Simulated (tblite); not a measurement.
Species: C₇H₈NS (doublet state).
Structure used (GFN2-xTB), in Å, numbered top down from 1:
```
atom  x, y, z in Å
C1    -0.763    2.468   -0.243
C2    -0.820    1.285   -0.073
C3    -0.952   -0.179    0.061
C4    -1.541   -0.780   -1.217
C5    -1.847   -0.411    1.178
N6    -2.546   -0.587    2.066
C7     0.417   -0.795    0.410
S8     1.666   -0.614   -0.901
C9     2.458    0.937   -0.405
H10   -1.683   -1.853   -1.098
H11   -0.860   -0.605   -2.048
H12   -2.501   -0.319   -1.442
H13    0.819   -0.353    1.322
H14    0.296   -1.870    0.552
H15    1.717    1.732   -0.405
H16    3.232    1.139   -1.139
H17    2.901    0.818    0.580
```

Structure optimised with GFN2-xTB, isolated species. This method treats the open shell by occupation alone, without spin polarisation.

Masses are those of the commonest isotopes; rigid-rotor values at the optimised geometry. The values belong to one conformer with, in the numbering `[C:1]#[C:2][C@:3]([CH3:4])([C:5]#[N:6])[CH2:7][S:8][CH3:9]`, C2–C3–C7–S8 -65°, C3–C7–S8–C9 92°.

(1) What are A, B and C (MHz)?

(2) Classify the top.

(3) What does the inertial defect say?

(4) Give the other two planar moments, Paa and Pbb, and the rms extents of the mass along the axes.

(5) Where do the levels up to J = 2 lie, in K?

(6) Estimate the classical rotational partition function at 10 K, 298.15 K and 500 K.

## Answers

(1) Ia = 230.47, Ib = 517.48, Ic = 585.49 u·Å²; 505379 MHz·u·Å²/I gives A = 2193, B = 976.6, C = 863.2 MHz.

(2) An asymmetric top; Ray's κ = -0.829.

(3) Not planar: Δ = Ic − Ia − Ib = -162.46 u·Å². For a rigid frame Δ = −2 Σ m c², so Σ m c² = 81.23 u·Å² lies off the ab plane: 19.07 from hydrogen and 62.16 from heavier atoms. The atom farthest from that plane is 2.23 Å away.

(4) Paa = Σ m a² = (Ib + Ic − Ia)/2 = 436.25 and Pbb = Σ m b² = (Ia + Ic − Ib)/2 = 149.24 u·Å². With the mass M = 138.04 u, the rms extents √(P/M) along a, b and c are 1.78, 1.04, 0.77 Å.

(5) Above 0(0,0), as E/k:
J = 1: 1(0,1) 0.088, 1(1,1) 0.147, 1(1,0) 0.152
J = 2: 2(0,2) 0.265, 2(1,2) 0.318, 2(1,1) 0.334, 2(2,1) 0.509, 2(2,0) 0.510
The levels of one J sum to (2J + 1)J(J + 1)(A + B + C)/3.

(6) Point group C1, symmetry number σ = 1; q = (√π/σ)·√((kT/h)³/(ABC)), k/h = 20836.6 MHz/K: 3920 at 10 K, 638000 at 298.15 K, 1390000 at 500 K.

For this open shell read J as N, the rotation without spin; fine and hyperfine splittings come on top. Its GFN2-xTB frequencies are all real (lowest 39 cm⁻¹). Constants of a rigid frame at the computed geometry: no zero-point averaging, no centrifugal distortion.
